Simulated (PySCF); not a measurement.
C5H9Cl3Si, SMILES CC(C)/C=C\[Si](Cl)(Cl)Cl (GFN2-xTB optimised geometry):

```
18

C      1.397    -0.610     0.000
C     -0.133    -0.610     0.000
C     -0.674    -1.339    -1.233
C     -0.638     0.796     0.000
C     -1.502     1.325     0.861
Si    -2.327     0.463     2.317
Cl    -0.976    -0.172     3.691
Cl    -3.563     1.799     3.207
Cl    -3.431    -1.131     1.721
H      1.779    -0.110    -0.887
H      1.772    -1.631     0.009
H      1.775    -0.095     0.879
H     -0.486    -1.129     0.895
H     -0.309    -2.363    -1.253
H     -1.761    -1.358    -1.212
H     -0.353    -0.839    -2.144
H     -0.246     1.410    -0.803
H     -1.779     2.363     0.721
```

Computed with PySCF with CAM-B3LYP/def2-SVP.

Task: What are the frontier orbital energies and the dipole moment?

Result: HOMO-2 -10.28 eV, HOMO-1 -10.11 eV, HOMO -9.20 eV, LUMO 0.44 eV, LUMO+1 2.12 eV; dipole moment 2.26 D.

Meta-Löwdin charges at CAM-B3LYP/def2-SVP: C1 -0.28, C2 -0.04, C3 -0.28, C4 -0.03, C5 -0.38, Si6 0.92, Cl7 -0.26, Cl8 -0.26, Cl9 -0.26, H10 0.09, H11 0.10, H12 0.10, H13 0.08, H14 0.10, H15 0.10, H16 0.09, H17 0.10, H18 0.12.
